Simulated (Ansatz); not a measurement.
Basis-set extrapolation for AlH5O4Si, SMILES `O[Si](O)(O)[O][AlH2]` (PBE0-D4/def2-TZVP geometry, frozen core, the Gaussian-basis code of Ansatz). Multiplicity 1, RHF reference.

```csv
,def2-TZVPP,def2-QZVPP
HF,-833.666302,-833.698874
MP2 correlation,-1.143020,-1.237745
CCSD(T) correlation,-1.206242,not run
```

Energies in hartree. Use E(X) = E(∞) + A·exp(−7.88·√X) for Hartree–Fock and E(X) = E(∞) + B·X^(−2.97) for correlation, with X = 3 and 4, and add CCSD(T) minus MP2 of the smaller set to the MP2 limit.

Question: What is the CCSD(T) energy at the basis-set limit?

Answer: HF limit: -833.698874 + (-0.032572) × 0.13774 = -833.70336. MP2 limit: -1.237745 + (-0.094725) × 0.74074 = -1.30791. Higher-order term: -1.206242 − (-1.143020) = -0.06322. Total: -835.07449 hartree, 530.2 kJ/mol below CCSD(T)/def2-TZVPP.
